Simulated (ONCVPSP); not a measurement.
## u(r) = r·R(r): atom against pseudo-atom (aluminium (Al))

Columns: radius, all-electron u(r) and pseudo u(r) of the 3s shell (level -23.75 eV) of aluminium in the configuration [Ne] 3s1; PBE, scalar-relativistic, ONCV scheme, ONCVPSP 4.0.1.

```json
{"r (bohr)": "0.080", "all-electron": "0.1714", "pseudo": "0.0153"}
{"r (bohr)": "0.160", "all-electron": "0.0031", "pseudo": "0.0317"}
{"r (bohr)": "0.240", "all-electron": "-0.1842", "pseudo": "0.0500"}
{"r (bohr)": "0.320", "all-electron": "-0.3049", "pseudo": "0.0708"}
{"r (bohr)": "0.400", "all-electron": "-0.3507", "pseudo": "0.0942"}
{"r (bohr)": "0.480", "all-electron": "-0.3357", "pseudo": "0.1207"}
{"r (bohr)": "0.560", "all-electron": "-0.2778", "pseudo": "0.1505"}
{"r (bohr)": "0.640", "all-electron": "-0.1929", "pseudo": "0.1842"}
{"r (bohr)": "0.720", "all-electron": "-0.0934", "pseudo": "0.2220"}
{"r (bohr)": "0.800", "all-electron": "0.0120", "pseudo": "0.2635"}
{"r (bohr)": "0.880", "all-electron": "0.1169", "pseudo": "0.3078"}
{"r (bohr)": "0.960", "all-electron": "0.2173", "pseudo": "0.3539"}
{"r (bohr)": "1.040", "all-electron": "0.3104", "pseudo": "0.4010"}
{"r (bohr)": "1.120", "all-electron": "0.3946", "pseudo": "0.4488"}
{"r (bohr)": "1.200", "all-electron": "0.4693", "pseudo": "0.4970"}
{"r (bohr)": "1.280", "all-electron": "0.5339", "pseudo": "0.5451"}
{"r (bohr)": "1.360", "all-electron": "0.5887", "pseudo": "0.5916"}
{"r (bohr)": "1.440", "all-electron": "0.6340", "pseudo": "0.6342"}
{"r (bohr)": "1.520", "all-electron": "0.6703", "pseudo": "0.6703"}
{"r (bohr)": "1.600", "all-electron": "0.6984", "pseudo": "0.6984"}
{"r (bohr)": "1.680", "all-electron": "0.7189", "pseudo": "0.7190"}
{"r (bohr)": "1.760", "all-electron": "0.7326", "pseudo": "0.7327"}
{"r (bohr)": "1.840", "all-electron": "0.7401", "pseudo": "0.7402"}
{"r (bohr)": "1.920", "all-electron": "0.7421", "pseudo": "0.7421"}
{"r (bohr)": "2.000", "all-electron": "0.7390", "pseudo": "0.7391"}
{"r (bohr)": "2.080", "all-electron": "0.7316", "pseudo": "0.7316"}
```

Task: How many radial nodes do the two functions have?

Result: The all-electron 3s function has n − l − 1 = 2; the pseudo-wave has 0, since the states of the same l below it are removed with the core.

Task: At about which radius was the pseudo-wave matched?

Result: 1.60 bohr. The columns agree to 0.0005 from 1.44 bohr on; several derivatives are matched, so the curves merge somewhat inside the radius.

Task: Where does each function peak?

Result: Outermost all-electron maximum near 1.92 bohr, pseudo maximum near 1.92 bohr (to the table’s step).

Task: Is the pseudo-wave norm-conserving?

Result: Yes: the ONCV scheme keeps the norm inside the radius equal to the all-electron one, which fixes the energy derivative of the logarithmic derivative at the level.
